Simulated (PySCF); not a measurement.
Working out the ionisation energy of S²⁺

S²⁺ [Ne] 3s2 3p2 (3P) → S³⁺ [Ne] 3s2 3p1 (2P). All numbers are calculated (PySCF 2.14, no relativity, point nucleus, in aug-cc-pV(D+d)Z). Frozen: [Ne]. Energies in hartree (1 hartree = 27.21139 eV):

```tsv
part	S²⁺ (lower)	S³⁺ (upper)
UHF	-396.324755	-395.069850
MP2 opposite-spin	-0.045942	-0.040056
MP2 same-spin	-0.008768	-0.002484
```

Task: What does Hartree-Fock give?

Result: (-395.069850) − (-396.324755) = 1.254905 hartree = 34.148 eV.

Task: What do MP2 and SCS-MP2 (6/5 opposite-spin, 1/3 same-spin) give?

Result: The opposite-spin parts differ by 0.160 eV and the same-spin parts by 0.171 eV. MP2: 34.148 + (0.160) + (0.171) = 34.479 eV. SCS-MP2: 34.148 + 1.2 × (0.160) + (0.171)/3 = 34.397 eV.

A first-order spin-orbit estimate adds -0.007 eV to MP2 (valence), giving 34.472 eV against 34.86 ± 0.04 eV (semi-empirical (NIST evaluation); NIST Atomic Spectra Database, ionization energies).

What remains against the reference includes basis incompleteness, the frozen core and correlation beyond second order.
